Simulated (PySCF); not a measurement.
heptane cation (C7H16), SMILES CCCCCCC (connectivity only; charge and spin as stated), charge +1, multiplicity 2.

The structure is a stationary point at B3LYP-D3(BJ)/def2-SVP. The spin state was assumed, not searched. The values are those of a single conformer.

Level of theory: TDA-PBE0/def2-SVP (PySCF 2.14.0).

Vertical excitations. 

```
state    energy (eV)  λ (nm)      f                                                main pairs
-------  -----------  ------  -----  --------------------------------------------------------
root 1          1.88     659  0.000                                        β HOMO−1→LUMO 98 %
root 2          2.03     611  0.000                                        β HOMO−2→LUMO 95 %
root 3          2.30     540  0.000                                        β HOMO−4→LUMO 95 %
root 4          2.37     524  0.100                      β HOMO−5→LUMO 66 %, β HOMO→LUMO 28 %
root 5          2.37     523  0.000                                        β HOMO−3→LUMO 97 %
root 6          2.90     427  0.581   β HOMO→LUMO 52 %, β HOMO−7→LUMO 37 %, β HOMO−5→LUMO 9 %
root 7          3.07     404  0.000                                        β HOMO−6→LUMO 97 %
root 8          3.13     396  0.329  β HOMO−7→LUMO 56 %, β HOMO−5→LUMO 24 %, β HOMO→LUMO 17 %
root 9          3.90     318  0.001                   β HOMO−8→LUMO 74 %, β HOMO−10→LUMO 23 %
root 10         4.25     292  0.000                                        β HOMO−9→LUMO 99 %
```
Unrestricted roots are not spin-pure.
